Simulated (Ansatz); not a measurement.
`C=[C]([AlH2])[SnH3]`. The species carries charge 0 and has multiplicity 1. Sn: def2 effective core potential. Geometry: relaxed with PBE0-D4/def2-TZVP.

```xyz
11

C     0.964   -1.266   -0.318
C     0.036   -0.314   -0.150
Al   -1.712   -0.631   -0.929
Sn    0.581    1.434    0.948
H     0.754   -2.185   -0.868
H     1.982   -1.200    0.073
H    -1.933   -1.995   -1.713
H    -2.872    0.443   -0.780
H     0.401    2.831   -0.022
H    -0.415    1.609    2.327
H     2.215    1.273    1.432
```

Task: What is the dipole moment at B3LYP/def2-TZVPP? (Estimate.)

Result: Computed: 0.82 D, with components (0.52, -0.62, -0.14) D in this frame, pointing from negative to positive charge.

Task: And with PBE, r2SCAN, ωB97M-V? (An estimate is asked.)

Result: The calculation gave: PBE 0.83 D, r2SCAN 0.85 D, ωB97M-V 0.78 D.

Task: Give the Mulliken charges with B3LYP, PBE, r2SCAN in def2-TZVPP. (Estimate.)

Result: The calculation gave: 
```json
{"atom": "C1", "B3LYP": "-0.20", "PBE": "-0.17", "r2SCAN": "-0.10"}
{"atom": "C2", "B3LYP": "-0.35", "PBE": "-0.30", "r2SCAN": "-0.45"}
{"atom": "Al3", "B3LYP": "0.40", "PBE": "0.32", "r2SCAN": "0.48"}
{"atom": "Sn4", "B3LYP": "0.63", "PBE": "0.55", "r2SCAN": "0.61"}
{"atom": "H5", "B3LYP": "0.11", "PBE": "0.10", "r2SCAN": "0.08"}
{"atom": "H6", "B3LYP": "0.10", "PBE": "0.09", "r2SCAN": "0.07"}
{"atom": "H7", "B3LYP": "-0.14", "PBE": "-0.12", "r2SCAN": "-0.16"}
{"atom": "H8", "B3LYP": "-0.14", "PBE": "-0.12", "r2SCAN": "-0.15"}
{"atom": "H9", "B3LYP": "-0.14", "PBE": "-0.12", "r2SCAN": "-0.13"}
{"atom": "H10", "B3LYP": "-0.14", "PBE": "-0.12", "r2SCAN": "-0.13"}
{"atom": "H11", "B3LYP": "-0.14", "PBE": "-0.12", "r2SCAN": "-0.13"}
```

B3LYP here is the variant with VWN-RPA as its local correlation; programs differ in this.
